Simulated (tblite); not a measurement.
C₅H₆F₃O (doublet state).
Cartesian coordinates in Å at the GFN2-xTB level; atoms count from 1:
```
atom  x, y, z in Å
F1     1.5419   -2.0404   -0.7405
C2     2.0154   -0.9095   -0.1961
F3     2.5244   -0.1392   -1.1641
C4     1.1525   -0.2715    0.8338
F5     1.9286    0.4529    1.7057
C6     0.1006    0.6914    0.2131
C7    -0.8673    0.0652   -0.7955
C8    -1.9369    0.3860    0.2535
O9    -0.9549    0.9688    1.1167
H10    0.6526   -1.0512    1.4224
H11    0.6284    1.5980   -0.1013
H12   -0.7188   -0.9927   -0.9936
H13   -0.9574    0.6056   -1.7333
H14   -2.6893    1.1202   -0.0416
H15   -2.4241   -0.4754    0.7168
```

Calculated harmonic vibrations of the isolated species, GFN2-xTB (tblite), most abundant isotopes, no scaling. This tight-binding method is rough: wavenumbers can miss measured ones by several per cent, in bad cases by 10 to 20. One conformer, not necessarily the lowest. Open shells enter through the occupations alone, without spin polarisation, and single modes of such species can be off by tens of per cent.

Harmonic wavenumbers (cm⁻¹): 42.3, 67.0, 97.0, 124.5, 207.5, 241.4, 349.7, 379.0, 449.5, 520.3, 562.3, 790.5, 810.4, 866.7, 899.8, 1012.2, 1026.1, 1030.1, 1076.1, 1081.3, 1099.7, 1113.6, 1134.4, 1159.2, 1202.0, 1210.0, 1233.9, 1244.5, 1260.4, 1266.9, 1302.4, 1453.5, 1476.3, 2926.1, 2937.5, 2945.7, 2967.6, 3038.1, 3042.0.

A = 2440, B = 1214, C = 976.0 MHz; mass 139.037 u (most abundant isotopes); point group C1, symmetry number 1; spin multiplicity 2.

Problem. What is the zero-point energy?

Solution. Half the sum of the wavenumbers: 22824 cm⁻¹ = 273.04 kJ/mol.

Problem. What is S at 350 K and 1 bar for an ideal gas of classical rigid rotors and harmonic oscillators?

Solution. Translation 173.73, rotation 123.75, vibration 124.79, spin (R ln 2) 5.76: S = 428.0 J/(mol K).

Problem. And Cp and H(350 K) − H(0)?

Solution. Cp = 154.94 J/(mol K), of which vibrations give 121.68 (their classical limit is 39 R = 324.3); H(350 K) − H(0) = 33.49 kJ/mol without the zero-point energy, 21.85 from vibrations.

Problem. Which modes carry the vibrational entropy at 350 K?

Solution. 42.3 cm⁻¹: 22.87; 67.0 cm⁻¹: 19.06; 97.0 cm⁻¹: 16.01; 124.5 cm⁻¹: 13.97; 207.5 cm⁻¹: 9.88; 241.4 cm⁻¹: 8.71 J/(mol K); the other 33 give 34.27 together.

Problem. Blend soft modes into free rotors: weight 1/[1 + (100 cm⁻¹/ν̃)⁴] for the oscillator and the rest for a rotor with moment μB/(μ + B), μ = h/(8π²ν), B = 10⁻⁴⁴ kg m². What vibrational entropy results?

Solution. 111.94 J/(mol K) in place of 124.79, which changes −T·S at 350 K by +4.50 kJ/mol.

Problem. What must be added to the electronic energy to get the Gibbs energy at 350 K and 1 bar?

Solution. ZPE + [H(350 K) − H(0)] − T·S = 273.04 + 33.49 − 149.81 = 156.72 kJ/mol.

Hindered rotation and anharmonicity are outside this model. Other conformers, if any are populated, would add a mixing term that is left out. The structure is chiral; the term R ln 2 for an equal mix with its mirror image is left out.

Time: 0.37 s. Hardware: one thread of an Arm Neoverse V2, on a shared host. The figure is for the frequency step alone.
